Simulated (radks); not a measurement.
Polarisability of the arsenic ion As+, [Ar] 3d10 4s2 4p2, at imaginary frequency. Method: scalar-relativistic Kohn-Sham, LDA (Slater exchange, VWN5 correlation), spin-polarised, spherical densities, finite nucleus; open shells are filled with parallel spins first; Fermi nuclear charge, rms radius 4.0968 fm; computed with a radial shooting solver on a logarithmic mesh with Libxc functionals. Response by self-consistent Sternheimer equations with the Hartree and adiabatic LDA kernel, the relativistic mass of each level held fixed and spin-orbit coupling left out.

| w (hartree) | alpha1(iw) (bohr^3) |
|---|---|
| 0.00266 | 16.42 |
| 0.0143 | 16.40 |
| 0.0360 | 16.32 |
| 0.0697 | 16.04 |
| 0.118 | 15.37 |
| 0.186 | 14.08 |
| 0.280 | 12.01 |
| 0.413 | 9.297 |
| 0.605 | 6.449 |
| 0.892 | 4.024 |
| 1.35 | 2.299 |
| 2.12 | 1.224 |
| 3.59 | 0.5992 |
| 6.94 | 0.2425 |
| 17.5 | 0.05845 |

Static values: alpha1 = 16.42 bohr^3 (2.433 angstrom^3; uncoupled 25.26). C6 = 99.30, triple-dipole C9 = 1177 atomic units. One-pole (London) frequency 4 C6 / (3 alpha1^2) = 0.491 hartree, against 0.520 for minus the highest occupied eigenvalue.
